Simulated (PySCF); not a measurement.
## Distorted geometries of [Yb(HCN)]3+

[Yb(HCN)]3+ (singlet in the valence; each metal's 4f electrons, 13 of them, lie in its core potential, out of spins and levels). PySCF 2.14.0, RKS PBE0, Yb lcecp-1-SVP with ECP59, N def2-SVP, C def2-SVP, H def2-SVP; non-relativistic Hamiltonian with scalar-relativistic core potentials where named; density fitting; no spin-orbit coupling. Relaxed geometry:

```xyz
4

Yb    0.0000    0.0000   -0.1981
N     0.0000    0.0000    1.9551
C     0.0000    0.0000    3.1221
H     0.0000    0.0000    4.2403
```

Question: Order these distorted geometries by energy above the relaxed one, lowest first.
A.
```xyz
4

Yb   -0.1174   -0.0001   -0.0701
N     0.1760    0.0548    2.0353
C    -0.1106   -0.0469    2.9326
H     0.0521   -0.0078    4.2216
```
B.
```xyz
4

Yb    0.0114    0.0043   -0.2292
N    -0.0159    0.0053    1.9937
C     0.0643    0.0368    3.0480
H    -0.0598   -0.0465    4.3069
```
C.
```xyz
4

Yb   -0.2214    0.1954   -0.0145
N     0.0482   -0.0083    1.6943
C     0.2403   -0.1674    3.1073
H    -0.0671   -0.0196    4.3322
```

Answer: B (1.29 eV), C (4.78 eV), A (5.75 eV).

Question: Which forces (eV/Å) act in the one that lies 1.29 eV up?

Answer: 
```
Yb   -0.07  -0.01   0.70
N    -0.83  -0.28 -19.63
C     0.22  -0.12  22.18
H     0.67   0.41  -3.25
```
Forces carry noise of the integration grid, about 0.01 to 0.03 eV/Å.

An lcecp potential fixes the number of 4f electrons, so in runs with it no electron can move into or out of that shell.
